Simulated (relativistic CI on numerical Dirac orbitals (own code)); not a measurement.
**Ho19+: sensitivity of the levels to the model**

Base calculation: Dirac-Coulomb-Breit CI, KLI orbitals optimised for each configuration, model QED (radiative potential, 1s self-energy scaled to tabulated hydrogen-like ionisation energies), unscaled Slater integrals.

Configuration list (outside the closed core [Ar] 3d10 4s2): 4p6 4d10 4f2, 4p6 4d10 4f 5s, 4p6 4d10 5s2, 4p6 4d10 4f 5p, 4p6 4d10 5s 5p, 4p6 4d9 4f3, 4p6 4d10 5p2, 4p6 4d10 5s 5d, 4p6 4d10 4f 5d, 4p6 4d10 5p 5d, 4p6 4d9 4f 5s2, 4p5 4d10 4f3, 4p6 4d10 4f 5f, 4p6 4d9 4f2 5s, 4p6 4d10 5d2, 4p6 4d10 4f 6s. Levels of other configurations are missing.

The lowest level and the first level of each name with at least 55 % of one term (blank where a level has no safe partner in the second run):

```csv
Level,Base (cm⁻¹),Shift (cm⁻¹)
4p6 4d10 4f2 3H_4,0,0
4p6 4d10 4f2 3H_5,10768,+95
4p6 4d10 4f2 3F_2,13643,-1012
4p6 4d10 4f2 3H_6,20944,+18
4p6 4d10 4f2 3F_3,21215,-845
4p6 4d10 4f2 1D_2,48232,-3438
4p6 4d10 4f2 3P_0,56012,-4709
4p6 4d10 4f2 1I_6,59039,-4315
4p6 4d10 4f2 3P_1,59936,-4490
4p6 4d10 4f2 3P_2,66920,-4228
4p6 4d10 4f2 1S_0,131021,-11179
4p6 4d10 4f 5s 3F°_2,361083,-1843
4p6 4d10 4f 5s 3F°_3,363448,-2000
4p6 4d10 4f 5s 3F°_4,374096,-1840
4p6 4d10 4f 5s 1F°_3,379815,-2459
4p6 4d10 4f 5p 3G_3,614821,-624
4p6 4d10 4f 5p 3F_2,619478,-914
4p6 4d10 4f 5p 3D_1,735985,-2003
4p6 4d10 4f 5p 3G_5,740671,-1210
4p6 4d10 4f 5p 1G_4,740893,-1868
4p6 4d10 4f 5p 1D_2,753807,-2479
4p6 4d10 5s2 1S_0,762625,-444
```

At this charge transitions that keep the count of f electrons are usually good to a few per cent. Terms inside the open d or f shell come out 10 to 20 % too wide with unscaled integrals. Levels that differ in their count of f electrons can be misplaced by several ten thousand cm⁻¹, since the correlation energy of f electrons is missing or only estimated; rates across such gaps can be off by orders of magnitude.

One thing was changed in a second run, which moved the levels as shown. Which?
A. configuration mixing switched off
B. Breit term removed
C. valence Slater integrals scaled by 0.9
D. QED terms removed

C. Valence Slater integrals scaled by 0.9. Scaling acts on the splittings between terms and on the mixing, and leaves the fine structure of pure LS terms nearly alone; in jj coupling it moves the levels of one term differently.

LS names give the leading component of a level, which can be under half, so a name can repeat, a term be missing and a line seem to break the LS rules.
